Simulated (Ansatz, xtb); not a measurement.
Species: RbI, charge 1, multiplicity 2. SMILES of the parent species: [Rb][I]
Coordinates optimised at B3LYP-D3(BJ)/def2-TZVP (Ansatz, a program for electronic structure):
```xyz
2

Rb     0.0000     0.0000    -2.2673
I      0.0000     0.0000     1.5828
```
Charge +1, spin multiplicity 2.

Harmonic wavenumbers from GFN2-xTB (xtb, at its own minimum), cm⁻¹: 52.

### Question
Give the harmonic wavenumbers at B3LYP-D3(BJ)/def2-TZVP (Ansatz, finite differences of forces, unscaled).

### Answer
52 cm⁻¹. Zero-point energy 0.1 kcal/mol.

### Question
From these and the geometry, give the ideal-gas thermochemistry at 298.15 K and 1 atm (rigid rotor, harmonic oscillator).

### Answer
Point group C∞v, rotational symmetry number 1. Rotational constants 0.6675, 0.6675 GHz. S(trans) 41.96, S(rot) 20.15, S(vib) 4.73, S(elec, spin only) 1.38, S 68.2 cal/(mol K). H(298) - H(0) 2.59 kcal/mol; G - E(el) -17.7 kcal/mol.
